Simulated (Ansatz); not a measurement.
C₃H₇BSSi (`S=CCB1C[SiH2]1`) at its PBE0-D4/def2-TZVP geometry, where that method's forces vanish. Charge 0, multiplicity 1.

```xyz
13

S     0.4365    3.6522    0.0282
C     0.8468    2.1194   -0.2437
C     0.6777    0.9909    0.7017
B    -0.2930   -0.1036    0.1564
C    -0.9154   -1.3551    0.7212
Si   -0.4729   -1.4736   -1.1891
H     1.2627    1.8344   -1.2137
H     1.6384    0.4502    0.7738
H     0.4074    1.3394    1.7011
H    -1.9735   -1.5493    0.5211
H    -0.5977   -1.8353    1.6448
H     0.7019   -2.2191   -1.7105
H    -1.7190   -1.8504   -1.8911
```

Task: What forces (eV/Å) does ωB97M-V/def2-TZVPP give on these atoms in Ansatz 0.2.0? (Estimate.)

Result: The calculation gave: 
```
S1   0.033 -0.108 -0.024
C2   0.043  0.221 -0.184
C3   0.050 -0.158  0.198
B4  -0.087 -0.077 -0.027
C5  -0.012 -0.071  0.065
Si6 -0.018 -0.085 -0.108
H7  -0.036  0.048  0.090
H8  -0.065  0.052  0.010
H9   0.023 -0.024 -0.087
H10  0.084  0.019  0.001
H11 -0.025  0.059 -0.081
H12 -0.143  0.077  0.066
H13  0.154  0.047  0.082
```
